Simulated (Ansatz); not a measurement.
Ansatz results at the PBE0-D4/def2-TZVP geometry: HOMO–LUMO gap (ωB97M-V/def2-TZVPP) 12.79 eV; HOMO energy (ωB97M-V/def2-TZVPP) -10.81 eV; LUMO energy (B3LYP/def2-TZVPP) -0.08 eV.

Each molecule was computed in one conformer, which needn't be the lowest.

Task: Which molecule gave them?
A. `O[Si](Cl)(Cl)Cl`
B. `C[Si](F)(F)I`
C. `CO[Si](O)(Cl)Br`
D. `C[Si](C)(C)N`

Result: C. The others give `C[Si](F)(F)I`: 11.94, -10.20, -0.40; `O[Si](Cl)(Cl)Cl`: 13.35, -11.56, -0.32; `C[Si](C)(C)N`: 11.47, -9.32, 0.47.

B3LYP here is the variant with VWN-RPA as its local correlation; programs differ in this.
